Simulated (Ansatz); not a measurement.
Consider the ligand exchange at a Ge–S bond: `C[S][GeH]([F])[F]` + H₂Se → `[F][GeH]([F])[SeH]` + CH₃SH.

Calculated with Ansatz (gas phase, PBE0-D4/def2-TZVP geometries, no zero-point term in ΔE). CBS: MP2 limit from def2 TZ/QZ plus the TZ coupled-cluster correction, frozen cores. This one scheme is used for every species. Functionals use def2-TZVPP. B3LYP here is the variant with VWN-RPA as its local correlation; programs differ in this. HSE06 is defined as in plane-wave codes. For Ge, Se outer-core shells are correlated without core-valence functions, which leaves a few kJ/mol of doubt a bond. Scalar relativity is left out up to krypton. Each species was taken in one conformer, which may not be the lowest.

`C[S][GeH]([F])[F]`:

```xyz
9

C     1.007   -0.495   -1.093
S     0.037    1.034   -0.900
Ge   -0.881    0.560    1.017
F    -1.787   -0.906    0.873
F    -2.036    1.794    1.343
H     1.739   -0.611   -0.294
H     1.539   -0.391   -2.038
H     0.357   -1.367   -1.146
H     0.024    0.384    2.238
```

H₂Se:

Cartesian coordinates in Å:
```
Se 0.096 0.661 0.150
H -0.988 -0.298 0.387
H 0.892 -0.362 -0.536
```

`[F][GeH]([F])[SeH]`:

Z-matrix (Å, degrees):
```
Ge
F 1 1.725
Se 1 2.319 2 111.1
F 1 1.722 2 104.6 3 -113.1
H 1 1.529 2 107.0 3 130.6
H 3 1.470 1 90.6 2 75.4
```

CH₃SH:

```xyz
6

C     0.295    0.082    0.384
S    -0.167    0.105   -1.362
H    -0.385    0.684    0.986
H     1.291    0.522    0.440
H     0.343   -0.935    0.772
H    -1.377   -0.457   -1.220
```

```tsv
level	ΔE (kJ/mol)	difference from CCSD(T)/CBS
PBE-D4	-7.5	-0.3
revPBE-D4	-5.9	1.3
r2SCAN-D4	-6.9	0.3
PBE0-D4	-8.2	-1.0
B3LYP-D4	-8.0	-0.8
r2SCANh-D4	-7.4	-0.2
HSE06-D4	-8.4	-1.2
CAM-B3LYP-D4	-7.6	-0.4
PBE-QIDH	-8.9	-1.7
BLYP	-11.4	-4.2
HSE06	-10.3	-3.1
BHLYP	-11.4	-4.2
LC-ωPBE	-8.7	-1.5
HF/CBS(def2)	-12.9	-5.7
MP2/CBS(def2)	-7.5	-0.3
CCSD/CBS(def2)	-8.5	-1.3
CCSD(T)/CBS	-7.2	0
```

Largest T1 diagnostic among the species: 0.012.

The D4 term adds +3.4 kJ/mol with B3LYP and +2.0 kJ/mol with PBE0; it sums over pairs of atoms, weighted by their polarisabilities, and B3LYP, whose exchange is more repulsive, gets the larger term. In def2-TZVPP, CCSD(T) changes the Hartree–Fock value by +5.5 kJ/mol (the triples alone add +1.3 kJ/mol) and MP2 by +5.2 kJ/mol. Leaving LDA and LC-ωPBE aside and taking each functional with its dispersion term where it has one, the values, not all of them listed here, spread over 5.5 kJ/mol, from B2PLYP to B97M-V. LDA lies +3.6 kJ/mol from PBE without D4.
